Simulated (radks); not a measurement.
Values are calculated unless marked as measured or tabulated.
These are the eigenvalues of the occupied orbitals of an atom or ion with whole-number occupations (eV). Code: a radial shooting solver on a logarithmic mesh with Libxc functionals. Model: Dirac Kohn-Sham, BLYP, spin-unpolarised, spherical densities, finite nucleus; Fermi nuclear charge, rms radius of each element as measured or else 0.836 A^(1/3) + 0.57 fm.

orbital  eigenvalue
1s1/2     -6430.290
2s1/2     -743.6649
2p1/2     -637.1146
2p3/2     -626.6733
3s1/2      -85.5238
3p1/2      -55.1834
3p3/2      -53.9067
3d3/2       -6.7015
3d5/2       -6.5835
4s1/2       -5.0188

Which element is it, and in what charge state? The configuration may be excited. Open shells, if any, fill j = l - 1/2 first.

Answer. Z = 25, manganese, charge 0: Mn in [Ar] 3d5 4s2. The list shows which subshells hold electrons but not how many an open one holds; the 1s level, -236.31 hartree, gives Z - s = 21.7 by -(Z - s)^2/2, which with screening and relativity narrows Z to a few neighbours, and the depths of the outer levels then fix element, charge and occupations together.
